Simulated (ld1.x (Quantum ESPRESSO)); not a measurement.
**Pseudopotential generation for carbon (C): ultrasoft, PBE, non-relativistic.**

- Element: C
- Generator: ld1.x (Quantum ESPRESSO) 7.5
- Type: ultrasoft
- Functional: PBE
- Relativity: non-relativistic
- Frozen core: [He]
- Valence charge: 4
- Reference configuration: 2s2 2p2
- Partial waves: 2s (bound): rcut 0.95, rcutus 1.30 bohr; 2s channel at 4.2 Ry: rcut 0.95, rcutus 1.30 bohr; 2p (bound): rcut 2.40, rcutus 2.85 bohr; 2p channel at 1.6 Ry: rcut 2.40, rcutus 2.85 bohr
- Local potential: all-electron potential smoothed inside 1.66 bohr (lloc = -2)
- Core correction: none
- Augmentation charge: PSQ, radius 1.00 bohr

All-electron outer shells of the reference configuration (PBE, non-relativistic, ld1.x):

```csv
shell,level (eV),outermost node (bohr),outermost maximum (bohr)
2s,-13.74,0.38,1.22
2p,-5.29,–,1.20
```

(1) Estimate the cutoffs (Ry, on a coarse ladder) from which the occupation-weighted sum of valence levels, in a spherical-Bessel basis at the reference potential, stays within 10 and 1 mRy of its value at 400 Ry.

(2) What does a ghost test show?

(3) Is the overlap operator S = 1 + Σ q|β⟩⟨β| positive definite (Bessel basis up to 400 Ry)?

(4) Tests: 2s2 2p1; 2s2 2p0; 2s1 2p0; 2s0 2p4; 2s2 2p2.3; 2s1 2p3; 2s2 2p1.5. Which has the largest error in its energy relative to the reference configuration, and how large is it?

Answers

(1) 8 Ry and 10 Ry.

(2) No extra level below or beside the all-electron valence levels (s, p, d, f tested).

(3) Yes: its lowest eigenvalue is 0.10 (s channel).

(4) 2s1 2p0, with +240 meV (all-electron minus pseudo) on +83.20 eV.
